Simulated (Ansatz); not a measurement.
Ansatz (an electronic-structure program) input file for Hf(Me)2(H)2 (C₂H₈Hf), SMILES [CH3][HfH2][CH3], multiplicity 1, PBE0/def2-SVPD. Geometry: r2SCAN-D4/def2-SVP. The multiplicity is an assumed one; no other spin state was optimised. The structure was generated by enumeration; whether it is a known compound was not checked. The def2 effective core potentials stand for the cores of Hf; spin–orbit coupling is left out.

Ansatz 0.2 input:
```yaml
crystal:
  periodic: [false, false, false]
  atoms:
    - {symbol: Hf, position_ang: [-0.00000000, 0.00000000, 0.23633592]}
    - {symbol: C, position_ang: [-1.79160094, -0.00000000, -1.01960477]}
    - {symbol: H, position_ang: [-2.40346030, 0.89273915, -0.77740245]}
    - {symbol: H, position_ang: [-1.61558327, 0.00000000, -2.11052668]}
    - {symbol: H, position_ang: [-2.40346030, -0.89273915, -0.77740246]}
    - {symbol: C, position_ang: [1.79160094, -0.00000000, -1.01960477]}
    - {symbol: H, position_ang: [2.40346031, -0.89273914, -0.77740245]}
    - {symbol: H, position_ang: [1.61558327, 0.00000001, -2.11052667]}
    - {symbol: H, position_ang: [2.40346031, 0.89273915, -0.77740245]}
    - {symbol: H, position_ang: [0.00000000, -1.54980732, 1.27486712]}
    - {symbol: H, position_ang: [-0.00000000, 1.54980731, 1.27486711]}
basis:
  gaussian:
    orbitals: def2-SVPD
hamiltonian:
  xc: {name: PBE0}
```

Output:

```
WARN ansatz: RAYON_NUM_THREADS=1 ignored (pool sized by the plan → 1); use --threads N
Functional definition: PBE0
integrals: 0.06 GiB planned
1196 factors; their error is unknown
mean field: 0.55 GiB planned
mean field evaluation 1: about -3495.0694 eV, gradient 6.4e1 eV
mean field evaluation 2: about -3484.9011 eV, gradient 8.5e1 eV
mean field evaluation 4: about -3504.9305 eV, gradient 2.8e0 eV
mean field evaluation 8: about -3504.9571 eV, gradient 2.7e-2 eV
mean field evaluation 16: about -3505.0069 eV, gradient 4.6e-5 eV
mean field -3505.00692299 eV, -128.8066286410 hartree, gradient 3.5e-5 eV, S^2 0.000000; 0 other end points of the search recorded, 0 dependent functions left out
reference -3505.00697364 eV, -128.8066305024 hartree; 16, 16 occupied and 123, 123 virtual orbitals, 1196 factors
Total energy: -3505.00697364 eV, -128.8066305024 hartree
```

The calculation finished and met its thresholds.

Cost: around 4 core-seconds (rough).
